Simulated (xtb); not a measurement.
xtb input (GFN2-xTB):

```bash
xtb mol.xyz --gfn 2 --sp --chrg 0 --uhf 0
```
mol.xyz:
```
17

C     -2.15192498    -0.22447272     0.92479460
N     -0.86651357    -0.51710102     0.32601888
B      0.14985604     0.41043792    -0.02150074
C     -0.02892552     1.96608512     0.22639651
N      1.35388658    -0.06733155    -0.60449813
C      1.67071299    -1.45084200    -0.89458052
H     -2.98389666    -0.53930130     0.28573091
H     -2.24857365     0.84765458     1.08392408
H     -2.27323327    -0.71437283     1.89689464
H     -0.71756802    -1.49816224     0.15371731
H      0.84427541     2.53733357    -0.09668834
H     -0.89299742     2.36692395    -0.31158315
H     -0.18903207     2.19350248     1.28439526
H      2.06941666     0.59292561    -0.84836459
H      1.67021716    -2.06904301     0.01062634
H      2.66201829    -1.52933411    -1.34036148
H      0.95930733    -1.89391077    -1.60109610
```

End of the output:

```
         :::::::::::::::::::::::::::::::::::::::::::::::::::::
         ::                     SUMMARY                     ::
         :::::::::::::::::::::::::::::::::::::::::::::::::::::
         :: total energy             -19.149771352060 Eh    ::
         :: gradient norm              0.021354274394 Eh/a0 ::
         :: HOMO-LUMO gap              6.049797274362 eV    ::
         ::.................................................::
         :: SCC energy               -19.406790422448 Eh    ::
         :: -> isotropic ES            0.040717317912 Eh    ::
         :: -> anisotropic ES          0.010634828963 Eh    ::
         :: -> anisotropic XC          0.011874562232 Eh    ::
         :: -> dispersion             -0.008910330527 Eh    ::
         :: repulsion energy           0.257019070388 Eh    ::
         :: add. restraining           0.000000000000 Eh    ::
         :: total charge              -0.000000000000 e     ::
         :::::::::::::::::::::::::::::::::::::::::::::::::::::

           -------------------------------------------------
          |                Property Printout                |
           -------------------------------------------------

    * Orbital Energies and Occupations

         #    Occupation            Energy/Eh            Energy/eV
      -------------------------------------------------------------
         1        2.0000           -0.6122416             -16.6599
       ...           ...                  ...                  ...
         6        2.0000           -0.5186698             -14.1137
         7        2.0000           -0.5112055             -13.9106
         8        2.0000           -0.4940711             -13.4444
         9        2.0000           -0.4910183             -13.3613
        10        2.0000           -0.4855454             -13.2124
        11        2.0000           -0.4742472             -12.9049
        12        2.0000           -0.4501667             -12.2497
        13        2.0000           -0.4412336             -12.0066
        14        2.0000           -0.4351707             -11.8416
        15        2.0000           -0.4200459             -11.4300
        16        2.0000           -0.3919760             -10.6662
        17        2.0000           -0.3797218             -10.3328
        18        2.0000           -0.3394275              -9.2363 (HOMO)
        19                         -0.1171016              -3.1865 (LUMO)
        20                          0.0380287               1.0348
        21                          0.0700242               1.9055
        22                          0.1312273               3.5709
        23                          0.1446493               3.9361
        24                          0.1657745               4.5110
        25                          0.1791093               4.8738
        26                          0.1938381               5.2746
        27                          0.2095927               5.7033
        28                          0.2155206               5.8646
        29                          0.2263786               6.1601
       ...                                ...                  ...
        35                          0.5310665              14.4511
      -------------------------------------------------------------
                  HL-Gap            0.2223260 Eh            6.0498 eV
             Fermi-level           -0.2282646 Eh           -6.2114 eV

     #   Z          covCN         q      C6AA      α(0)
     1   6 C        3.682    -0.033    21.381     6.622
     2   7 N        2.609    -0.263    26.816     7.691
     3   5 B        2.582     0.260    18.197     7.266
     4   6 C        3.671    -0.185    24.405     7.081
     5   7 N        2.609    -0.271    27.023     7.720
     6   6 C        3.682    -0.030    21.316     6.612
     7   1 H        0.924     0.025     2.659     2.550
     8   1 H        0.925     0.049     2.335     2.390
     9   1 H        0.924     0.025     2.659     2.550
    10   1 H        0.860     0.137     1.491     1.913
    11   1 H        0.924     0.012     2.859     2.644
    12   1 H        0.924     0.022     2.710     2.575
    13   1 H        0.924     0.022     2.710     2.575
    14   1 H        0.861     0.141     1.463     1.895
    15   1 H        0.924     0.028     2.611     2.527
    16   1 H        0.925     0.033     2.547     2.496
    17   1 H        0.924     0.028     2.611     2.527

 Mol. C6AA /au·bohr⁶  :       2093.958954
 Mol. C8AA /au·bohr⁸  :      44384.036207
 Mol. α(0) /au        :         69.632335

Wiberg/Mayer (AO) data.
largest (>0.10) Wiberg bond orders for each atom

 ---------------------------------------------------------------------------
     #   Z sym  total        # sym  WBO       # sym  WBO       # sym  WBO
 ---------------------------------------------------------------------------
     1   6 C    3.986 --     2 N    1.031     8 H    0.982     7 H    0.979
                             9 H    0.979
     2   7 N    3.337 --     3 B    1.246     1 C    1.031    10 H    0.955
     3   5 B    3.531 --     2 N    1.246     5 N    1.230     4 C    0.986
     4   6 C    3.969 --    11 H    0.988     3 B    0.986    13 H    0.978
                            12 H    0.978
     5   7 N    3.322 --     3 B    1.230     6 C    1.027    14 H    0.960
     6   6 C    3.989 --     5 N    1.027    16 H    0.988    15 H    0.978
                            17 H    0.978
     7   1 H    0.999 --     1 C    0.979
     8   1 H    0.998 --     1 C    0.982
     9   1 H    0.999 --     1 C    0.979
    10   1 H    0.981 --     2 N    0.955
    11   1 H    1.000 --     4 C    0.988
    12   1 H    0.999 --     4 C    0.978
    13   1 H    0.999 --     4 C    0.978
    14   1 H    0.980 --     5 N    0.960
    15   1 H    0.999 --     6 C    0.978
    16   1 H    0.999 --     6 C    0.988
    17   1 H    0.999 --     6 C    0.978
 ---------------------------------------------------------------------------

Topologies differ in total number of bonds
Writing topology from bond orders to xtbtopo.mol

molecular dipole:
                 x           y           z       tot (Debye)
 q only:        0.053      -0.375      -0.064
   full:        0.106      -0.408      -0.091       1.097
molecular quadrupole (traceless):
Note: The following floating-point exceptions are signalling: IEEE_UNDERFLOW_FLAG IEEE_DENORMAL
normal termination of xtb
                xx          xy          yy          xz          yz          zz
 q only:        1.756      -0.075      -0.954      -1.416       0.086      -0.802
  q+dip:        2.001       0.786      -0.228      -1.956      -0.086      -1.774
   full:        1.962       0.526      -0.292      -1.919       0.010      -1.670

           -------------------------------------------------
          | TOTAL ENERGY              -19.149771352060 Eh   |
          | GRADIENT NORM               0.021354274394 Eh/α |
          | HOMO-LUMO GAP               6.049797274362 eV   |
           -------------------------------------------------

------------------------------------------------------------------------
------------------------------------------------------------------------
 total:
 SCF:
```
